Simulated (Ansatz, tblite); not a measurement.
Cost and result up the ladder for HfO4H4 (the lowest singlet isomer of a short search) (9 atoms). The state is a singlet with charge 0. Geometry: r2SCAN-D4/def2-SVP.

```xyz
9

Hf   -0.226    0.261    0.165
O     1.796   -0.530    0.917
O     0.323    0.380   -1.686
O     0.584   -1.366    1.090
O    -2.126    0.085    0.384
H     2.319   -1.056    0.285
H     0.244    0.390   -2.641
H     0.152    1.891    0.987
H    -3.066   -0.055    0.498
```

Ansatz on 4 threads of Arm Neoverse V2 on a shared host; xTB runs through tblite on one thread. Times are rough, summed over both states, and most runs start from the orbitals of an earlier one. PBE0-D4/def2-TZVP serves as the yardstick here, not as an exact answer. The other state is a doublet.

In the def2 sets Hf takes a core potential; there is no spin–orbit coupling. The xTB rows come from tblite. The structure holds one bond between oxygen atoms, so isomers without such links may lie far lower. The structure comes from a short search, and lower isomers may exist.

Raw xTB energies of ions are shifted by several eV.

```
              level  functions  wall time
           GFN2-xTB         29    0.008 s
           GFN1-xTB         33     0.01 s
   PBE-D4/def2-TZVP        188      4.2 s
  PBE0-D4/def2-TZVP        188      5.6 s
r2SCAN-D4/def2-TZVP        188      8.8 s
```

(1) Estimate what each level gives for the vertical IE (eV).

Results:

(1) 
```tsv
level	vertical IE (eV)	difference from PBE0-D4/def2-TZVP (eV)
GFN2-xTB	14.27	4.37
GFN1-xTB	15.27	5.37
PBE-D4/def2-TZVP	9.36	-0.53
PBE0-D4/def2-TZVP	9.90	0.00
r2SCAN-D4/def2-TZVP	9.58	-0.32
```
